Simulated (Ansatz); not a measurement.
Reaction (formal exchange of groups at the Sc–O bond): `C[O][Sc]([CH3])[F]` + `CC(O)(F)F` → `[CH3][Sc]([F])[F]` + `COC(C)(O)F`

Gas-phase electronic energies from Ansatz, PBE0-D4/def2-TZVP geometries. CCSD(T)/CBS adds triple-zeta CCSD(T) − MP2 to the extrapolated MP2 energy (def2 sets, frozen cores). Functionals use def2-TZVPP. For Sc outer-core shells are correlated without core-valence functions, which leaves a few kJ/mol of doubt a bond. Scalar relativity is left out up to krypton. Each species was taken in one conformer, which may not be the lowest.

Question: Is it downhill or uphill in electronic energy at CCSD(T)/CBS, and by how much? (An estimate is asked.)

Answer: The calculation gave: Downhill: ΔE = -40.2 kJ/mol.

Question: What do these levels give: PBE-D4, ωB97X-V, ωB97M-V, B2PLYP, PBE, PBE0? (Estimate.)

Answer: The calculation gave: PBE-D4 -42.0, ωB97X-V -46.1, ωB97M-V -44.8, B2PLYP -38.2, PBE -38.8, PBE0 -39.6 kJ/mol.

Largest T1 diagnostic among the species: 0.016.

In def2-TZVPP, CCSD(T) changes the Hartree–Fock value by −8.1 kJ/mol (the triples alone add −0.8 kJ/mol) and MP2 by −9.4 kJ/mol. The D4 term adds −5.0 kJ/mol with B3LYP and −2.7 kJ/mol with PBE0; it sums over pairs of atoms, weighted by their polarisabilities, and B3LYP, whose exchange is more repulsive, gets the larger term.

B3LYP here is the variant with VWN-RPA as its local correlation; programs differ in this.
